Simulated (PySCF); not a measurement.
Spectrum to structure. Level of theory: PySCF 2.14.0, density-fitted response routines, TDDFT wB97X-D/def2-SVPD, vertical, gas phase, core orbitals frozen in the response. Geometries: PBE0-D3(BJ)/def2-SVP, one conformer each.

```tsv
state	λ (nm)	f
S1	213.5	0.023
S2	204.0	0.0011
S3	183.9	0.036
S4	178.0	0.017
S5	167.4	0.024
S6	166.0	0.190
S7	164.8	0.315
S8	161.5	0.078
S9	160.2	0.053
S10	156.9	0.028
```

Triplets computed (Tamm–Dancoff): 4.54, 5.57, 5.98, 6.05 eV.

Orbital energies (eV): HOMO-3 -11.46, HOMO-2 -10.42, HOMO-1 -9.47, HOMO -8.03, LUMO 1.94, LUMO+1 2.15, LUMO+2 2.75.

Question: Which candidate is it? All have the formula C4H9BN2.
A. `C=C[B@H-](C#N)[NH2+]C`
B. `C=CB1NCCN1`
C. `C=C[C@@H]1CNBN1`

Answer: C. Its S1 lies at 5.81 eV; the nearest of the others has S1 at 5.54 eV. S1 is HOMO→LUMO (94%). Löwdin shares by element: HOMO nitrogen 66%, boron 6%, carbon 6% or more (atoms not listed hold the other 23%); LUMO carbon 65% or more, hydrogen 11% or more (atoms not listed hold the other 24%). At the same level the other candidates give, for their lowest levels:
- `C=C[B@H-](C#N)[NH2+]C`: 192 nm (f 0.015); 175 nm (f 0.023); 174 nm (f 0.029); 171 nm (f 0.305); 163 nm (f 0.011); T1 4.50 eV; HOMO -9.30, LUMO 1.23 eV
- `C=CB1NCCN1`: 224 nm (f 0.027); 208 nm (f 0.003); 187 nm (f 0.458); 182 nm (f 0.013); 178 nm (f 0.000); T1 4.14 eV; HOMO -8.09, LUMO 1.47 eV
